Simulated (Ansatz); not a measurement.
Geometry optimisation, RKS B3LYP/STO-3G (Ansatz 0.2.0).

The input (input.yaml):

```yaml
crystal:
  periodic: [false, false, false]
  atoms:
    - { symbol: B, position_ang: [-2.8624, 0.6203, 0.193] }
    - { symbol: C, position_ang: [-1.6106, 1.3877, -0.299] }
    - { symbol: C, position_ang: [-0.4837, 0.756, -0.502] }
    - { symbol: O, position_ang: [-0.2601, -0.6076, -0.2716] }
    - { symbol: Si, position_ang: [1.1796, -1.4569, -0.5191] }
    - { symbol: Al, position_ang: [2.793, -0.5985, 1.0044] }
    - { symbol: H, position_ang: [-2.891, -0.4946, 0.4006] }
    - { symbol: H, position_ang: [-3.8657, 1.3034, 0.3247] }
    - { symbol: H, position_ang: [-1.6539, 2.4734, -0.4373] }
    - { symbol: H, position_ang: [0.4117, 1.3259, -0.7963] }
    - { symbol: H, position_ang: [1.6303, -1.2479, -1.8615] }
    - { symbol: H, position_ang: [1.0055, -2.8784, -0.2374] }
    - { symbol: H, position_ang: [2.4873, -0.677, 2.5636] }
    - { symbol: H, position_ang: [4.1071, 0.0649, 0.4668] }
basis:
  gaussian: { orbitals: STO-3G }
hamiltonian:
  xc: b3lyp
relax:
  f_tol: 0.02
  max_steps: 40
output:
  orbitals: {}
```

Run as:

```bash
$ ansatz run input.yaml --threads 1 --pin off --max-ram 2048MiB --backend cpu --events-out ev --progress --plain --runs-dir out
```

**Question.** Where does it end, and by what steps?

**Answer.** The run converged. The force dipped under the threshold on the way, but the program's further checks kept it going. Limits of this set-up: minimal basis. After 26 steps the energy has fallen by 0.849 eV; H14 moved furthest, 1.73 Å.

| step | energy less start (eV) | largest force component (eV/Å) | accepted |
| --- | --- | --- | --- |
| 0 | 0.0000 | 5.036 | yes |
| 1 | -0.6464 | 1.671 | yes |
| 2 | -0.7134 | 1.139 | yes |
| 3 | -0.7623 | 0.586 | yes |
| 4 | -0.7948 | 0.399 | yes |
| 5 | -0.8178 | 0.126 | yes |
| 6 | -0.8225 | 0.056 | yes |
| 7 | -0.8269 | 0.188 | yes |
| 8 | -0.8293 | 0.143 | yes |
| 9 | -0.8342 | 0.101 | yes |
| 10 | -0.8361 | 0.287 | yes |
| 11 | -0.8379 | 0.181 | yes |
| 12 | -0.8417 | 0.067 | yes |
| 13 | -0.8434 | 0.111 | yes |
| 14 | -0.8436 | 0.199 | yes |
| 15 | -0.8443 | 0.141 | yes |
| 16 | -0.8461 | 0.023 | yes |
| 17 | -0.8470 | 0.020 | yes |
| 18 | -0.8475 | 0.106 | yes |
| 19 | -0.8479 | 0.054 | yes |
| 20 | -0.8482 | 0.008 | yes |
| 21 | -0.8485 | 0.017 | yes |
| 22 | -0.8485 | 0.053 | no |
| 23 | -0.8487 | 0.029 | yes |
| 24 | -0.8488 | 0.030 | yes |
| 25 | -0.8489 | 0.024 | yes |
| 26 | -0.8489 | 0.018 | yes |

```xyz
14
Properties=species:S:1:pos:R:3
B -2.838 0.666 0.494
C -1.823 1.230 -0.456
C -0.613 0.629 -0.757
O -0.229 -0.581 -0.246
Si 1.425 -1.107 -0.557
Al 2.817 -0.779 1.272
H -2.639 -0.343 1.057
H -3.847 1.230 0.696
H -1.983 2.180 -0.984
H 0.093 1.121 -1.468
H 1.846 -0.421 -1.768
H 1.233 -2.497 -0.928
H 2.392 0.106 2.405
H 4.153 -1.464 1.269
```

Whether the end is a true minimum wasn't checked by a vibrational analysis.

The run took 120 s on 1 thread of Arm Neoverse V2, on a shared host, peak memory 0.18 GiB.
